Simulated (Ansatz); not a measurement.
Geometry optimisation, UKS r2SCANh-D4/6-31G (Ansatz).

The input (input.yaml):

```yaml
crystal:
  periodic: [false, false, false]
  atoms:
    - { symbol: Al, position_ang: [-2.457651, 0.728961, -0.494063] }
    - { symbol: F, position_ang: [-2.372776, -0.757266, 0.419126] }
    - { symbol: Cl, position_ang: [-2.483112, 0.604166, -2.649931] }
    - { symbol: Cl, position_ang: [-2.802217, 2.583983, 0.556682] }
    - { symbol: H, position_ang: [-0.222628, -0.957176, 0.696734] }
    - { symbol: O, position_ang: [0.395139, -0.304923, 0.33079] }
    - { symbol: Si, position_ang: [2.120589, -0.463078, 0.299123] }
    - { symbol: H, position_ang: [2.554056, -1.55901, -0.631948] }
    - { symbol: H, position_ang: [2.666822, -0.734348, 1.673025] }
    - { symbol: H, position_ang: [2.60178, 0.858691, -0.199339] }
magnetization:
  spin_polarized: true
basis:
  gaussian: { orbitals: "6-31G" }
hamiltonian:
  xc: r2scanh
  dispersion: d4
relax:
  f_tol: 0.03
  max_steps: 50
output:
  orbitals: {}
```

Run as:

```bash
$ ansatz run input.yaml --threads 2 --pin off --max-ram 3072MiB --backend cpu --events-out ev --progress --plain --runs-dir out
```

Question: Where does it end, and by what steps?

Answer: The run converged. Limits of this set-up: no polarisation functions. After 13 steps the energy has fallen by 1.713 eV; Cl4 moved furthest, 1.34 Å. Joined: Al1–O6 (3.14 → 1.88 Å).

| step | energy less start (eV) | largest force component (eV/Å) | accepted |
| --- | --- | --- | --- |
| 0 | 0.0000 | 1.074 | yes |
| 1 | -0.2162 | 0.835 | yes |
| 2 | -0.5280 | 1.089 | yes |
| 3 | -0.9398 | 1.383 | yes |
| 4 | -1.2993 | 1.243 | yes |
| 5 | -1.3838 | 1.580 | yes |
| 6 | -1.5412 | 0.314 | yes |
| 7 | -1.6101 | 0.288 | yes |
| 8 | -1.6696 | 0.335 | yes |
| 9 | -1.7013 | 0.270 | yes |
| 10 | -1.7083 | 0.190 | yes |
| 11 | -1.7123 | 0.117 | yes |
| 12 | -1.7128 | 0.059 | yes |
| 13 | -1.7135 | 0.019 | yes |

```xyz
10
Properties=species:S:1:pos:R:3
Al -1.606 0.382 -0.249
F -2.765 -0.725 0.346
Cl -1.207 0.389 -2.407
Cl -1.494 2.336 0.735
H -0.364 -1.335 0.944
O -0.115 -0.556 0.416
Si 1.610 -0.186 0.100
H 2.107 -1.218 -0.851
H 2.278 -0.270 1.430
H 1.555 1.184 -0.463
```

Time of the run: 100 s on 2 threads of AMD EPYC 7B13 (Zen 3), with other jobs on the host, peak memory 0.41 GiB.
